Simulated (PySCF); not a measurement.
**Identify the compound**

Molecular formula: C₈H₁₄. Simulated spectra:

$^{1}$H NMR (400 MHz, computed): δ 5.61 (m, 1H), 5.24 (m, 1H), 5.10 (m, 1H), 2.02 (m, 1H), 1.86 (m, 1H), 1.81 (m, 1H), 1.76 (m, 1H), 1.64 (m, 1H), 1.61 (m, 1H), 1.54 (m, 1H), 1.52 (m, 1H), 0.90 (d, 3H).

$^{13}$C{$^{1}$H} NMR (computed): δ 151.3 (CH), 118.8 (CH2), 55.3 (CH), 44.7 (CH), 31.3 (CH2), 31.0 (CH2), 19.9 (CH2), 19.7 (CH3).

All values are calculated (PySCF): PBE/pcSseg-1 with gauge-including orbitals, structure optimised with PBE0-D3(BJ)/def2-SVP. Rapidly exchanging positions averaged, no solvent model, one conformer, no relativistic terms.

δ = σ(ref) − σ, references computed at the same level: TMS for $^{1}$H, $^{13}$C.

Propose a structure and justify it.

Answers


- The formula gives 2 degrees of unsaturation (1 ring in the answer).
- 8 carbon signals for 8 carbons: no two carbons are equivalent.
- Carbon types of the structure: 3 × CH, 4 × CH2, 1 × CH3, which accounts for all hydrogens.
- δC 151.3: alkene CH; as expected for a trigonal carbon in a double bond.
- δC 118.8: terminal =CH2 carbon; as expected for a trigonal carbon in a double bond.
- δC 44.7: sp3 CH in a ring; aliphatic region, no heteroatom directly attached.
- δC 19.7: methyl carbon; saturated and bonded to C and H only.
- δH 5.61: hydrogen on an alkene CH; olefinic region.
- δH 5.24, 5.10: hydrogen on a terminal =CH2 carbon; olefinic region.
- δH 1.61: hydrogen on an allylic sp3 CH; allylic position.

The compound is `[C@@H](C=C)(C)C1CCC1`.

This is the structure that produced the data.

Shifts are as computed. Against solution values, carbons near 30 ppm lie about +2 ppm off and those near 130 ppm about +2 ppm. Of 1211 compounds with measured shifts, 218 miss one by over three times the rms of a fit or turn the order of signals round; such compounds aren't used in these exercises. No couplings were computed; multiplicities are counted from neighbouring protons, with m where these are inequivalent, close in shift, in a saturated or five-membered ring or joined by F or P, and br s for small geminal =CH2 splittings.
